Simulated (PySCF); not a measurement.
# Computed spin Hamiltonian

Species: C5H2F3O (doublet state).
Structure used (GFN2-xTB), in Å, numbered top down from 1:
```
atom  x, y, z in Å
O1    -0.5933    1.8569   -1.0899
C2    -0.4515    0.7808   -0.5077
C3     0.7221    0.2717    0.0328
C4     1.4576   -0.7451    0.7252
C5     2.1234    0.3447    0.3290
C6    -1.6521   -0.1803   -0.3049
F7    -2.7864    0.2782   -0.8152
F8    -1.4136   -1.3855   -0.8642
F9    -1.8667   -0.4257    1.0050
H10    1.4394   -1.6944    1.2035
H11    3.0266    0.9013    0.2606
```

The hyperfine couplings belong to this conformer and change with its torsions.

The species is `O=C([C]1C=C1)C(F)(F)F` [radical].

Theory: UKS B3LYP, pcH-1 on C F H O, non-relativistic, mean-field spin-orbit, GIAO in PySCF 2.14.0. Geometry: GFN2-xTB, one conformer, isolated molecule. The geometry wasn't refined by DFT: couplings that depend on bond lengths, twists or pyramidal angles can differ widely from those at the functional's own minimum. No stability test was run, so a lower SCF solution isn't excluded.

```
g1, g2, g3                      : 2.00207, 2.00473, 2.00708
g_iso                           : 2.00463
Form of g                       : rhombic: the two nearest values differ by 47 % of g3 − g1
⟨S²⟩                            : 0.7585 (exact 0.7500)
HOMO–LUMO gap, α and β orbitals : 3.61, 4.32 eV
Total energy                    : -566.37129 Eh
```

Hyperfine couplings atom by atom, in MHz; T1 to T3 are the principal values of the dipolar part:

```json
{"atom": "O1", "isotope": "17O", "a_iso": "-28.3", "T1": "-126.5", "T2": "62.8", "T3": "63.7", "Mulliken spin population": "0.39"}
{"atom": "C2", "isotope": "13C", "a_iso": "-27.4", "T1": "-7.9", "T2": "-0.4", "T3": "8.3", "Mulliken spin population": "0.01"}
{"atom": "C3", "isotope": "13C", "a_iso": "31.1", "T1": "-39.0", "T2": "-38.4", "T3": "77.4", "Mulliken spin population": "0.44"}
{"atom": "C4", "isotope": "13C", "a_iso": "-3.6", "T1": "-9.8", "T2": "-5.7", "T3": "15.5", "Mulliken spin population": "0.07"}
{"atom": "C5", "isotope": "13C", "a_iso": "0.1", "T1": "-11.5", "T2": "-8.0", "T3": "19.5", "Mulliken spin population": "0.10"}
{"atom": "C6", "isotope": "13C", "a_iso": "-9.6", "T1": "-0.5", "T2": "-0.3", "T3": "0.8", "Mulliken spin population": "-0.01"}
{"atom": "F7", "isotope": "19F", "a_iso": "-2.5", "T1": "-1.7", "T2": "0.0", "T3": "1.8", "Mulliken spin population": "0.00"}
{"atom": "F8", "isotope": "19F", "a_iso": "35.1", "T1": "-13.5", "T2": "-12.2", "T3": "25.7", "Mulliken spin population": "0.00"}
{"atom": "F9", "isotope": "19F", "a_iso": "35.4", "T1": "-13.5", "T2": "-12.3", "T3": "25.9", "Mulliken spin population": "0.00"}
{"atom": "H10", "isotope": "1H", "a_iso": "-9.6", "T1": "-5.4", "T2": "-1.5", "T3": "6.9", "Mulliken spin population": "0.00"}
{"atom": "H11", "isotope": "1H", "a_iso": "-11.7", "T1": "-6.0", "T2": "-1.4", "T3": "7.4", "Mulliken spin population": "-0.01"}
```

The Mulliken spin populations are largest on C3 (+0.44), O1 (+0.39), C5 (+0.10) and C4 (+0.07).

The SMILES `O=C([C]1C=C1)C(F)(F)F` draws the unpaired electron on C3, whose computed spin population is only +0.44.

Axes: g2 points within 9° of the C3–C5 bond and g3 points within 1° of the O1–C2 bond.

Under fast tumbling the dipolar parts average out, and these isotropic splittings remain: 3 × 19F (F7/F8/F9, I = 1/2, 4 lines) with 0.81 mT, 1 × 1H (H11, I = 1/2, 2 lines) with 0.42 mT and 1 × 1H (H10, I = 1/2, 2 lines) with 0.34 mT.

Means are taken over nuclei equivalent by connectivity, which assumes that they swap fast. C4 and C5, with what hangs on them, aren't averaged: C3 is flat or nearly so (angle sum 360°), and its turn about the short C3–C2 bond (1.39 Å) is taken as slow. The three 19F nuclei of mean +22.7 MHz run from -2.5 to 35.4 MHz in the frozen geometry.

The 13C coupling of C3 (31.1 MHz) shows only in satellite lines or after enrichment, since that isotope makes up about 1.07 % of natural carbon.

The 17O coupling of O1 (-28.3 MHz) shows only in satellite lines or after enrichment, since that isotope makes up about 0.038 % of natural oxygen.

The spin density at the nucleus, in bohr⁻³, is negative for C2 (-0.0243), C6 (-0.0086) and C4 (-0.0032), for instance. A restricted open-shell determinant has no negative spin density anywhere; here it arises because α and β orbitals differ (spin polarisation).

Hardware: one thread, Arm Neoverse V2 (aarch64), shared host with 96 logical CPUs at a one-minute load of 77. Cost: 64 s of wall time (with the writing of density and orbital grids), 0.89 GiB resident at most.
